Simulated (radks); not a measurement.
Successive ionisation energies (eV) of one element, from differences of total energies of ions in their ground configurations, starting at charge 0: 5.587, 10.978, 29.003, 48.802, 76.524, 91.113, 105.83, 127.09, 143.35, 159.72, 185.67, 215.05, 245.84, 265.18, 290.51, 336.24, 371.96, 408.91, 447.03, 486.29, 526.65, 568.04. Method: non-relativistic Kohn-Sham, TPSS, spin-polarised, spherical densities, point nucleus; open shells are filled with parallel spins first (spin-orbit coupling, left out, can overturn this in heavy ions); meta-GGA in the generalised Kohn-Sham scheme; relativity is left out, which matters for an element this heavy; computed with a radial shooting solver on a logarithmic mesh with Libxc functionals. Which element is it?

Answer. Erbium (Z = 68). The first species listed is Er in [Xe] 4f12 6s2, the last Er21+ in [Kr] 4d10 4f1.
